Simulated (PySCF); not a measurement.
## Deuteron quadrupole couplings in `CO[C@H]1C[C@@H](B(O)O)C1`

Species: C5H11BO3.
Cartesian coordinates in Å at the PBE0-D3(BJ)/def2-SVP level; atoms count from 1:
```xyz
20
C5H11BO3 angstrom
C     -3.1422   -0.1961   -0.2889
O     -1.9446   -0.4371   -0.9606
C     -0.8938    0.3555   -0.5138
C     -0.2575    0.0690    0.8612
C      1.1239    0.3038    0.2043
B      2.3554   -0.5792    0.6330
O      2.4870   -0.9601    1.9306
O      3.3094   -0.9936   -0.2555
C      0.4526    0.0716   -1.1756
H     -3.0605   -0.3951    0.7974
H     -3.9067   -0.8657   -0.7071
H     -3.4846    0.8507   -0.4162
H     -1.1558    1.4317   -0.5974
H     -0.3990   -0.9898    1.1298
H     -0.5378    0.6964    1.7197
H      1.4016    1.3692    0.3035
H      3.2793   -1.4939    2.0599
H      3.1295   -0.7007   -1.1534
H      0.4863   -0.9890   -1.4741
H      0.7488    0.6959   -2.0326
```

Level: PBE0/pcSseg-1 (PySCF, non-relativistic); Q(2H) = 0.00286 b; rigid geometry, the same for H and D, with no vibrational averaging.

Task: Rank these positions by the coupling χzz of a deuteron there, largest first.
A. H20 (methylene hydrogen)
B. H10 (methyl hydrogen)
C. H18 (hydroxyl hydrogen)
D. H13 (methine hydrogen)
E. H17 (hydroxyl hydrogen)
F. H19 (methylene hydrogen)

Result: C (319 kHz), E (313 kHz), A (197 kHz), F (192 kHz), B (183 kHz), D (178 kHz).

Task: What are Vzz, η and χzz (234.96 MHz × Q × Vzz) at all hydrogens?

Result: 
| atom | bonded to | bond length (Å) | Vzz (au) | η | χzz (kHz) |
| --- | --- | --- | --- | --- | --- |
| H10 | C1 | 1.107 | 0.2721 | 0.08 | 183 |
| H11 | C1 | 1.099 | 0.2884 | 0.07 | 194 |
| H12 | C1 | 1.109 | 0.2707 | 0.08 | 182 |
| H13 | C3 | 1.111 | 0.2654 | 0.10 | 178 |
| H14 | C4 | 1.101 | 0.2880 | 0.04 | 194 |
| H15 | C4 | 1.100 | 0.2952 | 0.01 | 198 |
| H16 | C5 | 1.105 | 0.2867 | 0.01 | 193 |
| H17 | O7 | 0.964 | 0.4651 | 0.06 | 313 |
| H18 | O8 | 0.961 | 0.4743 | 0.06 | 319 |
| H19 | C9 | 1.102 | 0.2857 | 0.02 | 192 |
| H20 | C9 | 1.101 | 0.2931 | 0.01 | 197 |

Task: Average by the element that carries the hydrogen.

Result: on C: 190 kHz over 9 positions, mean bond length 1.104 Å; on O: 316 kHz over 2 positions, mean bond length 0.963 Å.

Task: How does χzz go with the bond length over the 9 C–H bonds?

Result: A straight-line fit has a slope of -15.6 kHz for each 0.01 Å, with a correlation coefficient of -0.93, over lengths from 1.099 to 1.111 Å. The longer bonds have the smaller couplings here.

Geometry: PBE0-D3(BJ)/def2-SVP, one conformer, isolated molecule. A larger basis could move these couplings by a tenth or more.
